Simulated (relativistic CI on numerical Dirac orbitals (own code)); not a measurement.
Calculated at this level of theory: Dirac-Coulomb-Breit CI, KLI orbitals optimised for each configuration, QED by a radiative potential, unscaled Slater integrals (own radial code, finite nucleus).

The strongest absorption lines from the ground level of an ion, among the configurations computed and to levels below about 804 eV (vacuum wavelength in nm, gf): 3.1292 (0.5), 3.1683 (3.7), 3.2246 (1.1), 3.4170 (1.6), 4.4078 (3.9), 4.7987 (1), 4.9608 (1.6), 5.1294 (0.76).

Task: Which ion is it?
A. Bi46+
B. Re38+
C. Bi44+
D. Au42+

Result: A. Bi46+ has 37 electrons and the ground level 4s2.4p6.4d 2D_3/2; the strongest line goes to 4s2.4p6.4f 2F°_5/2. The pattern of lines fixes the number of electrons, and along that sequence the line energies rise steadily with the charge (about as its square where n changes within one kind of shell, about linearly where n is kept but much faster in heavy ions where fine structure, which grows about as Z⁴, sets the gap, and irregularly where shells cross), which fixes Z. Configurations outside the model, such as inner-shell arrays, can give stronger lines. At this charge energies of transitions that change n are usually good to better than 1 %, and those within a shell (Δn = 0) to a few per cent.

LS names give the leading component of a level, which can be under half, so a name can repeat, a term be missing and a line seem to break the LS rules.
